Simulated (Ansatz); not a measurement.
Gas-phase electronic energies from Ansatz, PBE0-D4/def2-TZVP geometries. CBS: MP2 limit from def2 TZ/QZ plus the TZ coupled-cluster correction, frozen cores. Functionals use def2-TZVPP. HSE06 is defined as in plane-wave codes. For Se outer-core shells are correlated without core-valence functions, which leaves a few kJ/mol of doubt a bond. Scalar relativity is left out up to krypton. One conformer a species, not always the lowest.

Consider the redistribution: `N[SiH2][SeH]` + `[AlH2][O]P` → `N[SiH2]OP` + `[AlH2][SeH]`.

```csv
level,ΔE (kJ/mol),difference from CCSD(T)/CBS
LDA (SPW92),-23.9,1.4
PBE-D4,-20.2,5.1
r2SCAN-D4,-23.6,1.7
PBE0-D4,-23.4,1.9
HSE06-D4,-23.5,1.8
BHLYP-D4,-24.6,0.7
ωB97M-V,-24.4,0.9
BLYP,-17.3,8.0
r2SCAN,-23.3,2.0
r2SCAN0,-25.0,0.3
CAM-B3LYP,-22.5,2.8
RPA@PBE/def2-TZVPP,-26.5,-1.2
CCSD(T)/def2-SVP,-19.9,5.4
HF/def2-TZVPP,-28.7,-3.4
SCS-MP2/def2-TZVPP,-24.5,0.8
CCSD(T)/def2-TZVPP,-26.4,-1.1
CCSD(T)/CBS,-25.3,0
```

Largest T1 diagnostic among the species: 0.014.

At CCSD(T), def2-SVP lies +5.4 kJ/mol from the extrapolated value and def2-TZVPP −1.1 kJ/mol. Leaving LDA and LC-ωPBE aside and taking each functional with its dispersion term where it has one, the values, not all of them listed here, spread over 7.6 kJ/mol, from PBE-QIDH to BLYP-D4. LDA lies −4.1 kJ/mol from PBE without D4. From BLYP to BHLYP (50 % exact exchange), in def2-TZVPP and without D4, ΔE moves by −7.1 kJ/mol.
